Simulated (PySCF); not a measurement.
SiHFCl2, SMILES F[SiH](Cl)Cl. Atoms are numbered in the order given.

```xyz
5

Si     0.4156    -0.3897     0.0000
F     -0.3878    -1.7856     0.0000
Cl    -0.1232     0.6526    -1.6618
Cl    -0.1232     0.6526     1.6618
H      1.8600    -0.6621     0.0000
```

Geometry: ωB97X-D3(BJ)/def2-SVP.

Level of theory: PySCF with B3LYP/def2-TZVPD.

Symmetry labels are those of the subgroup Cs that the program uses (full group Cs).

Task: List the valence orbital energies around the gap with their symmetry. (The exact figures need the calculation; the answer reports its results.)

Result: 
| orbital | symmetry | energy (eV) |
|---|---|---|
| HOMO−7 | A' | -13.08 |
| HOMO−6 | A" | -13.05 |
| HOMO−5 | A" | -11.41 |
| HOMO−4 | A' | -11.20 |
| HOMO−3 | A' | -10.16 |
| HOMO−2 | A" | -9.68 |
| HOMO−1 | A' | -9.65 |
| HOMO | A" | -9.40 |
| LUMO | A' | -0.45 |
| LUMO+1 | A' | -0.26 |
| LUMO+2 | A" | -0.03 |
| LUMO+3 | A' | 0.15 |
